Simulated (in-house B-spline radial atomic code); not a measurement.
Cs. Computed with a B-spline radial atomic code. Model: all-electron spherical atom, spin shells full or empty, radial basis limit, no spin-orbit coupling, Breit or QED, empty-state partial waves extrapolated as (l+1/2)^-4, RPA, G0W0 and static COHSEX of the highest shell as one setting changes (uncorrelated shells keep exact exchange).

Empty levels are discrete states of a finite basis, so the steps are uneven.

Given: element Cs; charge 0; filled core Xe; hamiltonian one-electron scalar X2C; mean-field start PBE0; highest l of empty states 9; nuclear rms radius 4.8041 fm; lowest nl shells left uncorrelated 8; highest mean-field shell 6s up; box radius 40 bohr.

Shell: 6s 1 0 (electrons up and down).

```csv
highest empty level kept (hartree),RPA correlation energy (hartree),G0W0 level (eV),G0W0 minus most complete (meV),COHSEX level (eV),linearised minus solved G0W0 (meV)
1,-0.37048,-3.9986,118.1,-4.7178,-13.4
2,-0.54242,-4.0472,69.5,-4.8255,-15.4
3.5,-0.69938,-4.0766,40.2,-4.8995,-16.8
6,-0.78819,-4.0944,22.3,-4.9477,-17.7
10,?,?,?,?,?
18,-0.95329,-4.1097,7,-4.9867,-18.5
30,-1.0175,-4.1134,3.4,-4.998,-18.7
60,-1.0628,-4.1156,1.2,-5.0061,-18.8
120,-1.0857,-4.1164,0.3,-5.0098,-18.8
250,-1.0903,-4.1166,0.1,-5.0107,-18.8
600,?,?,?,?,?
2000,-1.0919,-4.1167,0,-5.0111,-18.8
```

(1) What follows for highest empty level kept = 600?

(2) What follows for highest empty level kept = 10?

Results:

(1) RPA correlation energy -1.0916 hartree; G0W0 level -4.1167 eV; G0W0 minus most complete 0 meV; COHSEX level -5.011 eV; linearised minus solved G0W0 -18.8 meV.

(2) RPA correlation energy -0.85891 hartree; G0W0 level -4.1017 eV; G0W0 minus most complete 15.1 meV; COHSEX level -4.9647 eV; linearised minus solved G0W0 -18.1 meV.
